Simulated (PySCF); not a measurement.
In(H)(OH)(OMe) (CH5InO2), SMILES C[O][InH][OH].

Coordinates come from a PBE-D3(BJ)/def2-SVP optimisation. The def2 effective core potentials stand for the cores of In; spin–orbit coupling is left out. One conformer was computed; it need not be the lowest.

Two levels are set side by side: TDA-PBE/def2-SVPD (PySCF) and TDA-PBE0/def2-SVPD (PySCF). Vertical, same geometry. The lowest singlet is HOMO→LUMO 99 % with PBE and HOMO→LUMO 96 % with the other functional; states are paired by order. Differences are taken from unrounded values.

| quantity | TDA-PBE |
|---|---|
| lowest singlet excitation (eV) | 3.76 |
| lowest triplet excitation (TDA) (eV) | 3.52 |
| first bright state (f over 0.05) (eV) | 4.87 |
| its oscillator strength | 0.12 |

Task: These are the TDA-PBE values. What does TDA-PBE0 give? (The exact figures need the calculation; the answer reports its results.)

Result: 
| quantity | TDA-PBE0 | TDA-PBE minus TDA-PBE0 |
|---|---|---|
| lowest singlet excitation (eV) | 4.65 | -0.89 |
| lowest triplet excitation (TDA) (eV) | 4.33 | -0.81 |
| first bright state (f over 0.05) (eV) | 5.67 | -0.80 |
| its oscillator strength | 0.12 | -0.01 |

Functionals without exact exchange tend to place singlet excitations lower, as here. Differences between two approximate levels are no errors against the true value.

Rough cost on one machine, each run with all the roots and properties that it gave: TDA-PBE0 against TDA-PBE within a factor of 2.
